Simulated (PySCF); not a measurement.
Work out the structure from these simulated measurements.

Formula: C3H5O3S; charge +1.

| Quantity | Value |
| --- | --- |
| UV, strongest line | among the 6 lowest singlet transitions: S2 at 5.20 eV (238 nm, f = 0.160) [TDDFT PBE0/def2-SVPD] |
| Triplet | lowest triplet excitation (Tamm–Dancoff): 3.97 eV [TDA PBE0/def2-SVPD] |
| Rotational structure | rotational constants A, B, C: 4.290, 1.537, 1.478 GHz [GFN2-xTB] |
| Polarisability | 63.6 au [PBE0/def2-SVPD] |
| 13C NMR | chemical shifts (computed TMS as zero) by class: 163.4 (1 C), 58.4 (1 C), 37.5 (1 C) ppm [GIAO PBE0/pcSseg-1] |
| NMR, other nuclei | isotropic shieldings of nuclei other than C and H, by class: -37 (1 O), -24 (2 O), 132 (1 S) ppm [GIAO PBE0/pcSseg-1] |
| UV, first state | lowest singlet excitation: 4.96 eV (250 nm, f = 0.000) [TDDFT PBE0/def2-SVPD] |
| 1H NMR | chemical shifts (computed TMS as zero) by class: 4.53 (2 H), 4.02 (3 H) ppm [GIAO PBE0/pcSseg-1] |

The electronic properties come from PySCF, for the isolated species, density fitting. Levels stand in brackets. The structure is a single GFN2-xTB conformer in the gas phase; no vibrational or solvent corrections. NMR classes are plain means over equivalent atoms (diastereotopic ones count apart unless rotation or inversion swaps them), as if these changed places fast.

Q: Propose a structure and show how it fits.

A: Numbering: `[CH3:1][S:2](=[O:3])(=[O:4])[CH2:5][C:6]#[O+:7]`. 3 carbons fall into 3 classes; from least to most shielded: triply bonded carbon [C6] (163.4 ppm), S-methyl carbon [C1] (58.4 ppm), sp3 carbon bound to sulfur [C5] (37.5 ppm). Hydrogen classes from least to most shielded: 2 H on an sp3 carbon bound to sulfur, C5 (4.53 ppm), 3 H on an S-methyl carbon, C1 (4.02 ppm, a mean of values up to 0.8 ppm apart in this geometry). The other shieldings belong to: -37 ppm, oxygen bonded to C [O7]; -24 ppm, sulfonyl oxygen [O3/O4]; 132 ppm, sulfonyl sulfur [S2]. S1 is mainly HOMO−1→LUMO (weight 0.98); the largest Löwdin shares of the orbital it empties are 0.43 on each of 2 atoms of one kind (sulfonyl oxygen) and 0.07 on the sulfonyl sulfur, of the orbital it fills 0.28 on the triply bonded carbon, 0.22 on the oxygen bonded to C, 0.19 on the sulfonyl sulfur and 0.10 on the sp3 carbon bound to sulfur. The optimised geometry has point group Cs and is an asymmetric top. Structure: `CS(=O)(=O)CC#[O+]`. The assignments are read from this structure; whether some other isomer fits the data as well wasn't checked.

The values belong to the conformer `[CH3:1][S:2](=[O:3])(=[O:4])[CH2:5][C:6]#[O+:7]`: C1–S2–C5–C6 180°.
